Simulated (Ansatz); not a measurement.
A nudged elastic band was laid between two geometries of CH$_{6}$Ge (8 atoms, charge 0, multiplicity 1).

All numbers below come from RKS B3LYP/def2-SVP (Ansatz 0.2.0).

```
movable images  : 5
climbing image  : yes
spring          : 5.0 eV/Å²
optimiser       : quadratic models (default)
start path      : through a guess of the saddle point
force threshold : 0.05 eV/Å
iteration limit : 10
end points      : relaxed
```

Initial state:

```xyz
8
Properties=species:S:1:pos:R:3
Ge 0.402 0.013 0.045
C 0.933 -0.015 1.939
H 0.048 -0.129 2.583
H 1.617 -0.854 2.131
H 1.443 0.922 2.206
H 1.645 0.163 -0.860
H -0.551 1.197 -0.230
H -0.324 -1.298 -0.331
```

Final state:

```xyz
8
Properties=species:S:1:pos:R:3
Ge 0.089 -0.004 -1.017
C 1.338 0.019 1.844
H 0.266 -0.172 1.978
H 1.920 -0.805 2.279
H 1.608 0.975 2.313
H 1.611 0.082 0.768
H -0.851 1.093 -0.322
H -0.768 -1.189 -0.362
```

Question: What changes between the two ends?

Answer: Bonds broken: Ge1–C2, Ge1–H6. Bonds formed: C2–H6. CH6Ge becomes CH4 + GeH2.

Question: Give the energies along the band, and the barrier.

Answer: The run converged. The highest image is number 3 of 0 to 6, 2.63 eV above the first end and 1.38 eV above the last; the last end lies 1.25 eV above the first. Neighbouring images differ by up to 1.2 eV, so the band resolves the path poorly. The order of the stationary point at the top wasn't checked. The orbitals stay closed-shell, which can raise the energy where a bond breaks towards radicals; this wasn't checked here.

| image | path coordinate (Å) | energy (eV) | Ge1–C2 (Å) | Ge1–H6 (Å) | C2–H6 (Å) |
| --- | --- | --- | --- | --- | --- |
| 0 | 0.00 | 0.00 | 1.97 | 1.54 | 2.89 |
| 1 | 0.53 | 0.18 | 1.95 | 1.53 | 2.58 |
| 2 | 1.07 | 1.41 | 2.05 | 1.49 | 2.09 |
| 3 | 1.60 | 2.63 | 2.37 | 1.55 | 1.67 |
| 4 | 2.07 | 1.76 | 2.56 | 1.77 | 1.23 |
| 5 | 2.53 | 1.28 | 2.91 | 2.10 | 1.12 |
| 6 | 3.00 | 1.25 | 3.12 | 2.35 | 1.11 |

Question: What is the geometry of the highest image?

Answer: 
```xyz
8
Properties=species:S:1:pos:R:3:forces:R:3
Ge 0.276 0.016 -0.483 -0.02 -0.01 0.03
C 1.053 -0.005 1.758 0.02 -0.02 0.00
H 0.124 -0.304 2.256 0.02 0.03 -0.04
H 1.856 -0.719 1.983 -0.01 -0.02 -0.01
H 1.347 1.018 2.018 -0.01 0.01 0.00
H 1.667 -0.014 0.204 0.01 0.01 0.03
H -0.555 1.260 -0.084 -0.01 -0.01 0.00
H -0.555 -1.253 -0.171 0.00 0.01 -0.01
```

Time of the run: 82 s on 1 thread of Arm Neoverse V2 (shared host), peak memory 0.15 GiB.
